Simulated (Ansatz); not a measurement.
`CSC[CH2][AlH2]`, charge 0, multiplicity 1.

Question: Give a relaxed structure at PBE0-D4/def2-TZVP (Ansatz). (An estimate is asked.)

Answer: Ansatz gave: 
Z-matrix (Å, degrees):
```
C
S 1 1.797
H 1 1.090 2 107.1
H 1 1.090 2 109.9 3 -118.4
H 1 1.090 2 110.2 3 119.1
C 2 1.836 1 103.9 3 -174.2
Al 2 2.493 1 109.6 3 -96.9
C 6 1.527 2 104.4 1 135.5
H 6 1.093 2 109.1 1 -99.0
H 6 1.092 2 106.1 1 18.0
H 7 1.603 2 99.3 1 -8.7
H 7 1.593 2 112.9 1 119.3
H 8 1.094 6 110.4 2 80.9
H 8 1.092 6 111.1 2 -159.9
```
This is one stationary point; other conformers may exist.
